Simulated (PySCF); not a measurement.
CH5BF3N.
SMILES with atom numbers: `[NH3+:1][BH2-:2][C:3]([F:4])([F:5])[F:6]` (hydrogens: H7, H8, H9 on N1; H10, H11 on B2)

Computed with PBE0-D3(BJ)/def2-SVP geometry optimisation, gas phase in PySCF.

(1) Give the optimised bond lengths and angles.

## Answers

(1) 
| bond | length (Å) | order |
| --- | --- | --- |
| N1–B2 | 1.619 | single |
| B2–C3 | 1.607 | single |
| C3–F4 | 1.333 | single |
| C3–F5, C3–F6 | 1.366 | single |
| N1–H7, N1–H8, N1–H9 | 1.022 | single |
| B2–H10, B2–H11 | 1.217 | single |

Bonds in one row agree within 0.01 Å and their mean is given. Orders are formal, as drawn. A selection of angles:
| angle | degrees |
| --- | --- |
| B2–N1–H7 | 110.1 |
| B2–N1–H9 | 111.7 |
| H7–N1–H8 | 107.5 |
| H7–N1–H9 | 108.7 |
| N1–B2–C3 | 102.6 |
| N1–B2–H10 | 107.3 |
| C3–B2–H10 | 112.0 |
| H10–B2–H11 | 114.7 |
| B2–C3–F4 | 115.2 |
| B2–C3–F5 | 111.7 |
| F4–C3–F5 | 106.8 |
| F5–C3–F6 | 104.1 |

Torsions: N1–B2–C3–F4 179° (antiperiplanar).

The C–F distances run from 1.333 Å (C3–F4, drawn single) to 1.367 Å (C3–F6, drawn single), a spread of 0.034 Å. N1 (nitrogen bonded to B and 3 H) is tetrahedral (angles from 107.5° to 111.7°). Of the pairs four or more bonds apart, F6···H7 is among the closest relative to their van der Waals radii: 2.47 Å, 93 % of the sum of Bondi's values. B2 (four-coordinate boron) is distorted tetrahedral (angles from 102.6° to 114.7°).

Point group: Cs (tolerance 0.08 Å). Not checked by PBE0-D3(BJ)/def2-SVP frequencies.
